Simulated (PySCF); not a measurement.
Species: C2H5FSi.
SMILES with atom numbers: `[F:1][C@@H:2]1[CH2:3][SiH2:4]1` (hydrogens: H5 on C2; H6, H7 on C3; H8, H9 on Si4)

Structure used (GFN2-xTB), in Å, numbered top down from 1:
```
atom  x, y, z in Å
F1    -1.015   -1.374   -1.068
C2    -0.633   -0.666    0.048
C3    -0.437    0.833   -0.175
Si4    1.163   -0.082    0.227
H5    -1.263   -0.974    0.877
H6    -0.619    1.161   -1.190
H7    -0.920    1.480    0.543
H8     2.062   -0.379   -0.868
H9     1.676    0.007    1.581
```

Computed with PBE0/def2-SVPD in PySCF (dipole) on a GFN2-xTB geometry, gas phase.

Masses are those of the commonest isotopes; rigid-rotor values at the optimised geometry. 

(1) What are A, B and C (MHz)?

(2) What kind of rotor is it?

(3) Is it planar, by Δ = Ic − Ia − Ib?

(4) Give the other two planar moments, Paa and Pbb, and the rms extents of the mass along the axes.

(5) Where do the levels up to J = 5 lie, in cm⁻¹?

(6) Which lines would a microwave search look for?

Results:

(1) Ia = 43.88, Ib = 113.82, Ic = 136.41 u·Å²; 505379 MHz·u·Å²/I gives A = 11518, B = 4440, C = 3705 MHz.

(2) An asymmetric top; Ray's κ = -0.812.

(3) Not planar: Δ = Ic − Ia − Ib = -21.28 u·Å². For a rigid frame Δ = −2 Σ m c², so Σ m c² = 10.64 u·Å² lies off the ab plane: 6.43 from hydrogen and 4.22 from heavier atoms. The atom farthest from that plane is 1.54 Å away.

(4) Paa = Σ m a² = (Ib + Ic − Ia)/2 = 103.18 and Pbb = Σ m b² = (Ia + Ic − Ib)/2 = 33.24 u·Å². With the mass M = 76.01 u, the rms extents √(P/M) along a, b and c are 1.17, 0.66, 0.37 Å.

(5) Above 0(0,0):
J = 1: 1(0,1) 0.2717, 1(1,1) 0.5078, 1(1,0) 0.5323
J = 2: 2(0,2) 0.8133, 2(1,2) 1.0266, 2(1,1) 1.1002, 2(2,1) 1.8084, 2(2,0) 1.8103
J = 3: 3(0,3) 1.6211, 3(1,3) 1.8038, 3(1,2) 1.9509, 3(2,2) 2.6235, 3(2,1) 2.6325, 3(3,1) 3.8663, 3(3,0) 3.8664
J = 4: 4(0,4) 2.6903, 4(1,4) 2.8381, 4(1,3) 3.0828, 4(2,3) 3.7088, 4(2,2) 3.7354, 4(3,2) 4.9565, 4(3,1) 4.9570, 4(4,1) 6.6918, 4(4,0) 6.6918
J = 5: 5(0,5) 4.0151, 5(1,5) 4.1281, 5(1,4) 4.4937, 5(2,4) 5.0633, 5(2,3) 5.1234, 5(3,3) 6.3203, 5(3,2) 6.3226, 5(4,2) 8.0543, 5(4,1) 8.0543, 5(5,1) 10.2856, 5(5,0) 10.2856
Those of J = 1 are B + C, A + C and A + B.

(6) The dipole components are |μa| = 1.74 D, |μb| = 0.64 D, |μc| = 0.53 D. The squared components, which scale the intensities, stand as 1.00 : 0.14 : 0.09 (a : b : c). Some lines, for components of 0.1 D or more:

| type | branch | J(Ka,Kc) | MHz | lower level (cm⁻¹) |
| --- | --- | --- | --- | --- |
| a | Q | 3(1,2) ← 3(1,3) | 4411 | 1.804 |
| b | Q | 1(1,0) ← 1(0,1) | 7813 | 0.272 |
| b | R | 2(0,2) ← 1(1,1) | 9158 | 0.508 |
| b | Q | 3(1,2) ← 3(0,3) | 9886 | 1.621 |
| b | R | 1(1,1) ← 0(0,0) | 15222 | 0.000 |
| c | R | 1(1,0) ← 0(0,0) | 15958 | 0.000 |
| a | R | 3(1,3) ← 2(1,2) | 23299 | 1.027 |
| a | R | 3(2,2) ← 2(2,1) | 24435 | 1.808 |
| a | R | 3(1,2) ← 2(1,1) | 25503 | 1.100 |
| b | Q | 3(3,0) ← 3(2,1) | 36991 | 2.633 |
| b | Q | 3(3,1) ← 3(2,2) | 37259 | 2.624 |
| c | R | 2(2,1) ← 1(1,1) | 38993 | 0.508 |
| b | R | 3(3,1) ← 2(2,0) | 61639 | 1.810 |
| c | R | 3(3,0) ← 2(2,0) | 61642 | 1.810 |

Not checked by GFN2-xTB frequencies. These are rigid-rotor constants of the computed structure; measured ground-state constants (B0) also hold zero-point vibration.

Time: 19 s wall, 17 s CPU; peak memory 0.56 GiB. Hardware: Intel Xeon at 2.50 GHz, one thread, shared host with 64 logical CPUs at a one-minute load of 31. This is the PBE0/def2-SVPD job that gave the dipole, with the excitations it also computed.
